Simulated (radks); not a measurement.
Results of a calculation; reference values are marked as such.
Species: Mo II. Configuration: [Kr] 4d3 5p2 (not the ground configuration).

Level of theory: Dirac Kohn-Sham, LDA (Slater exchange, Perdew-Wang correlation), spin-unpolarised, spherical densities, finite nucleus; open shells are shared between the two j in proportion to 2j + 1; Fermi nuclear charge, rms radius 4.4091 fm (a radial shooting solver on a logarithmic mesh with Libxc functionals).

Energy parts (hartree):
| part | energy |
|---|---|
| total | -4044.19809 |
| kinetic | 4192.24237 |
| electron-nucleus | -9751.97025 |
| Hartree | 1634.36398 |
| exchange-correlation | -118.83419 |

Orbitals (lengths in bohr, moments of r in powers of bohr; <r^-3> diverges for s and p1/2):
| orbital | occ. | eigenvalue (hartree) | <r^-3> |
|---|---|---|---|
| 1s1/2 | 2 | -727.6875 | - |
| 2s1/2 | 2 | -103.3119 | - |
| 2p1/2 | 2 | -95.15832 | - |
| 2p3/2 | 4 | -91.24924 | 2394 |
| 3s1/2 | 2 | -18.07148 | - |
| 3p1/2 | 2 | -14.96693 | - |
| 3p3/2 | 4 | -14.32245 | 399.8 |
| 3d3/2 | 4 | -8.81257 | 58.38 |
| 3d5/2 | 6 | -8.69039 | 55.65 |
| 4s1/2 | 2 | -2.95325 | - |
| 4p1/2 | 2 | -2.05729 | - |
| 4p3/2 | 4 | -1.96126 | 59.69 |
| 4d3/2 | 1.2 | -0.65471 | 4.903 |
| 4d5/2 | 1.8 | -0.64472 | 4.647 |
| 5p1/2 | 0.666667 | -0.33141 | - |
| 5p3/2 | 1.33333 | -0.32131 | 6.298 |

The highest occupied level is 5p3/2 at -8.743 eV. Summed over all electrons, <r^2> = 56.29 bohr^2, which gives a Langevin (diamagnetic) susceptibility term of -44.6 x 10^-6 cm^3/mol.
